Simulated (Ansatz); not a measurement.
C₄H₄S, charge -1, doublet, geometry from GFN2-xTB (a state made from the parent by changing its charge; the spin is typed, not shown lowest) (a gas-phase anion, which may not be bound at this level); Ansatz (a program for electronic structure) with B3LYP/STO-3G.

Input for Ansatz:
Ansatz 0.2 input:
```yaml
crystal:
  periodic: [false, false, false]
  atoms:
    - {symbol: C, position_ang: [0.37858705, -1.40799270, 0.17076680]}
    - {symbol: C, position_ang: [-0.96397958, -1.08753912, 0.20720749]}
    - {symbol: C, position_ang: [-1.23029263, 0.24736622, -0.10972511]}
    - {symbol: S, position_ang: [0.27791884, 1.18476965, -0.17944570]}
    - {symbol: C, position_ang: [1.21958090, -0.29303038, 0.11664142]}
    - {symbol: H, position_ang: [0.77263208, -2.41463041, 0.26988164]}
    - {symbol: H, position_ang: [-1.76243806, -1.80491837, 0.36921296]}
    - {symbol: H, position_ang: [-2.13061493, 0.79473067, 0.13096781]}
    - {symbol: H, position_ang: [2.25034507, -0.28432037, -0.20827477]}
basis:
  gaussian:
    orbitals: STO-3G
hamiltonian:
  xc: b3lyp
total_charge: -1
magnetization: {spin_polarized: true, initial_magnetization: 1}
```

It wrote (shortened):

```
Functional definition: B3LYP
440 factors; integrals over basis functions are off by at most 2.9e-5 eV
mean field evaluation 1: about -14871.1638 eV, gradient 6.7e0 eV
mean field evaluation 2: about -14871.3893 eV, gradient 5.4e0 eV
mean field evaluation 4: about -14871.5825 eV, gradient 4.3e-1 eV
mean field evaluation 8: about -14871.5336 eV, gradient 8.8e-3 eV
mean field -14871.53363244 eV, -546.5187807047 hartree, gradient 3.0e-5 eV, S^2 0.767996; 0 other end points of the search recorded, 0 dependent functions left out
reference -14871.53380039 eV, -546.5187868766 hartree; 23, 22 occupied and 10, 11 virtual orbitals, 440 factors
Total energy: -14871.53380039 eV, -546.5187868766 hartree
```
